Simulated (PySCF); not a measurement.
## ClTaN: from structure and modes to constants

These are results of UPBE0/[Ta def2-TZVP with ECP60, N def2-TZVP, Cl def2-TZVP], scalar-relativistic core potentials, density fitting, no spin–orbit coupling, PySCF, not measurements.

The doublet minimum has Cs symmetry. Masses (u): Ta 180.94800, N 14.00307, Cl 34.96885.

```xyz
3
charge 0 multiplicity 2, angstrom
Ta   -0.2001    0.0000   -0.2681
N    -1.5213    0.0000    0.7709
Cl    1.6457    0.0000    1.0848
```

Harmonic wavenumbers (cm⁻¹): 228.3 (a', ×1), 396.2 (a', ×1), 1096.6 (a', ×1).

Problem. Find the principal moments of inertia and the rotational constants. What kind of rotor is it?

Solution. About the centre of mass I = 32.119, 164.72, 196.84 u Å². With B = 16.8576/I this gives 0.5248, 0.1023, 0.08564 cm⁻¹. The molecule is an asymmetric top with κ = -0.92.

Problem. What is the harmonic zero-point energy?

Solution. Half the sum of all 3 wavenumbers, 1721/2 = 861 cm⁻¹, which is 10.3 kJ/mol (1 cm⁻¹ = 0.0119627 kJ/mol).

Problem. Find the vibrational entropy and heat capacity at 298.15 K.

Solution. With u = 1.43878 ω/T, each mode gives S = R[u/(eᵘ−1) − ln(1−e⁻ᵘ)] and C = R u² eᵘ/(eᵘ−1)².
| ω (cm⁻¹) | u | S (J/(mol K)) | C (J/(mol K)) |
| --- | --- | --- | --- |
| 228.3 | 1.102 | 7.92 | 7.52 |
| 396.2 | 1.912 | 4.09 | 6.19 |
| 1096.6 | 5.292 | 0.26 | 1.18 |
The sums over all modes are S = 12.3 and C = 14.9 J/(mol K); the softest mode gives 65 % of the entropy.

Problem. Give the standard entropy (298.15 K, 1 bar) by its translational, rotational, vibrational and spin parts, and Cp.

Solution. Sackur–Tetrode with M = 229.92 u gives 176.7; rotation with symmetry number 1 gives 106.1; vibration 12.3; spin R ln 2 = 5.8. The total is 300.8 J/(mol K), and Cp = 4 R + 14.9 = 48.1 J/(mol K).

This need not be the most stable arrangement of these atoms. With open d or f shells other occupations or spin states may lie lower. Spin–orbit coupling, left out here, can matter for elements this heavy.
